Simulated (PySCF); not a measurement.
## How methods differ on the interval between two levels of S

S [Ne] 3s2 3p4 [3P2, M_J = 2] → S [Ne] 3s1 3p5 [3P2, M_J = 2], as a difference of total energies. All numbers are calculated (PySCF 2.14, the two-component X2C-1e Hamiltonian, in x2c-TZVPall-2c with one added diffuse shell each of s, p type (6s7p2d1f, 44 functions)). Correlated levels: [Ne] frozen; the 6 highest virtual spinors dropped. "Screened" scales the spin-orbit matrix elements by Boettger's factors to mimic the two-electron term; Breit and QED terms are absent.

```csv
method,interval between two levels (cm⁻¹)
GHF (spin-free),92827
GMP2 (spin-free),85360
GHF (screened spin-orbit),92852
GMP2 (screened spin-orbit),85367
```

Errors of the correlated levels include the incompleteness of this basis and the frozen core.

The labels give the starting determinants; with spin-orbit coupling the two ends relaxed to ⟨J²⟩ = 6.02, ⟨L²⟩ = 2.01, ⟨S²⟩ = 2.00 and ⟨J²⟩ = 6.05, ⟨L²⟩ = 2.00, ⟨S²⟩ = 2.05.

For comparison: 72023 cm⁻¹ (measured; NIST Handbook of Basic Atomic Spectroscopic Data (Sansonetti and Martin, J. Phys. Chem. Ref. Data 34, 1559 (2005))).
